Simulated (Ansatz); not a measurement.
C3H8Al (`[CH2][Al]([CH3])[CH3]`) radical at its PBE0-D4/def2-TZVP geometry, where that method's forces vanish. Charge 0, multiplicity 2.

```xyz
12

C    -0.7426    0.7734   -1.8075
Al   -0.0611    0.0590   -0.1458
C     1.7080   -0.7740   -0.1016
C    -1.1435    0.1811    1.4788
H    -1.7147    1.2537   -1.9177
H    -0.2034    0.7482   -2.7544
H     2.3742   -0.2434    0.5877
H     1.6503   -1.8046    0.2654
H     2.1956   -0.7971   -1.0793
H    -0.6389    0.7864    2.2402
H    -1.2962   -0.8061    1.9282
H    -2.1277    0.6235    1.3060
```

**Question.** What forces (eV/Å) does PBE-D4/def2-TZVPP give on these atoms in Ansatz? (Best estimate.)

**Answer.** Ansatz gave: 
```
C1   0.027 -0.027  0.066
Al2  0.011 -0.014  0.029
C3  -0.068  0.037 -0.023
C4   0.027  0.004 -0.076
H5  -0.200  0.099 -0.029
H6   0.106 -0.003 -0.198
H7   0.128  0.094  0.130
H8  -0.005 -0.192  0.071
H9   0.099 -0.008 -0.181
H10  0.091  0.110  0.147
H11 -0.029 -0.182  0.090
H12 -0.188  0.083 -0.025
```
